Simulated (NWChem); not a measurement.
C2H4BF3; SMILES FCB(F)CF

```xyz
10

F     -0.6377    -2.2223     0.0000
C     -0.8570    -0.8686     0.0000
B      0.4601    -0.0153     0.0000
F      1.6479    -0.5996     0.0000
C      0.4170     1.5583     0.0000
F     -0.8767     2.0366     0.0000
H     -1.4708    -0.5840     0.8775
H     -1.4708    -0.5840    -0.8775
H      0.9547     1.9542    -0.8833
H      0.9547     1.9542     0.8833
```
Atoms are numbered in this order, from 1.

Program: NWChem. Pople sets run with spherical d functions. Structure relaxed at the PBE0/def2-SVP level. Static field.

Problem. Order these by “anisotropy (bohr³)”, lowest first: PBE/6-31+G*; B3LYP/6-31+G*; BHandHLYP/6-31+G*.

Solution. BHandHLYP/6-31+G* (7.1), B3LYP/6-31+G* (8.6), PBE/6-31+G* (10.2)
